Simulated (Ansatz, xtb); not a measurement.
## A geometry optimisation of BClH3Sn with r2SCAN-D4/def2-SVP

The starting geometry of this gas-phase doublet has its atoms placed at random.

```xyz
6

B    -1.5575    0.0629   -0.1121
Cl   -0.4906    0.2282    1.4123
Sn   -0.0035    1.3602   -0.6690
H     0.0162   -0.3002   -1.8041
H    -1.4421   -1.1127   -0.4657
H    -0.8826    0.0650   -1.1961
```

Question: One run relaxed it with r2SCAN-D4/def2-SVP. What is a likely outcome?

Answer: It ends as a structure with Cl2 bridging B1 and Sn3, given below by its coordinates. Distances that change by over a tenth: B1–Sn3 (2.10 → 2.46 Å), Cl2–Sn3 (2.42 → 2.72 Å), Sn3–H4 (2.01 → 1.77 Å). Contacts that open: Sn3–H6 (1.65 → 3.09 Å).

The energy falls by 4.04 eV over 21 steps:

```json
{"step": "1", "E − E(last) (eV)": "4.039"}
{"step": "3", "E − E(last) (eV)": "2.076"}
{"step": "5", "E − E(last) (eV)": "1.331"}
{"step": "8", "E − E(last) (eV)": "1.027"}
{"step": "10", "E − E(last) (eV)": "0.865"}
{"step": "12", "E − E(last) (eV)": "0.587"}
{"step": "14", "E − E(last) (eV)": "0.227"}
{"step": "17", "E − E(last) (eV)": "0.009"}
{"step": "19", "E − E(last) (eV)": "0.001"}
{"step": "21", "E − E(last) (eV)": "0.000"}
```

Final geometry (Å):

```yaml
atoms:
  - { symbol: B, position_ang: [-1.6062, -0.1162, -0.2549] }
  - { symbol: Cl, position_ang: [-0.4141, 0.3199, 1.1383] }
  - { symbol: Sn, position_ang: [0.2516, 1.0189, -1.4024] }
  - { symbol: H, position_ang: [1.5050, -0.2376, -1.3833] }
  - { symbol: H, position_ang: [-1.5055, -1.2517, -0.6429] }
  - { symbol: H, position_ang: [-2.5911, 0.5700, -0.2895] }
```

From the same start GFN2-xTB reaches the same bonding as this run.

From so rough a start the end depends on the optimiser's path, so another program may land elsewhere. The end wasn't checked by frequencies. Open shells are spin-unrestricted. Atoms past krypton carry core potentials, without spin–orbit terms. Run with Ansatz 0.2.0, 5.3 min on 1 thread of AMD EPYC (Zen 3), on a shared host.
